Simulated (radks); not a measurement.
Values are calculated unless marked as measured or tabulated.
Problem. The selenium ion Se7+ is in [Ar] 3d(3/2: 4, 5/2: 5). Level of theory: Dirac Kohn-Sham, relativistic LDA (MacDonald-Vosko exchange, VWN5 correlation), spin-unpolarised, spherical densities, finite nucleus; Fermi nuclear charge, rms radius of each element as measured or else 0.836 A^(1/3) + 0.57 fm (a radial shooting solver on a logarithmic mesh with Libxc functionals). Sub-shells are occupied by j as written (lower j first in brackets). One electron is removed from 3d5/2, 3d3/2, 3p1/2, 3p3/2 in turn, with full relaxation. Which removal costs least, and what does each cost?

Solution. 3d5/2 188.48 eV; 3d3/2 189.52 eV; 3p3/2 286.96 eV; 3p1/2 293.22 eV. The 3d5/2 electron leaves first.
